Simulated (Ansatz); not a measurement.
Reactions of `O[SiH]1CB(F)C1`.

Isolated molecules relaxed with PBE0-D4/def2-TZVP in Ansatz; ΔE leaves out vibrations. CCSD(T)/CBS is the MP2 limit (def2-TZVPP, def2-QZVPP) plus CCSD(T) − MP2 in def2-TZVPP, frozen cores. This one scheme is used for every species, atoms too. No spin–orbit coupling; open shells (•) take unrestricted orbitals. Spin–orbit coupling would lower the free atoms: a little for B, C, F, O, Si. Each species was taken in one conformer, which may not be the lowest.

```tsv
reaction	MP2/CBS(def2) (kJ/mol)
`O[SiH]1CB(F)C1` → B• + 2 C• + F• + 6 H• + O• + Si•	5021
`O[SiH]1CB(F)C1` → `C[Si]1(F)CBO1`	-146
`O[SiH]1CB(F)C1` → `OC1[SiH2]CB1F`	226
`O[SiH]1CB(F)C1` → `BO[SiH](F)C=C`	-25
```

(1) Give the CCSD(T)/CBS values in the same order. (An estimate is asked.)

Largest T1 diagnostic: 0.014, for B•.

Answers

(1) Computed: 4900, -145, 215, -37 kJ/mol.
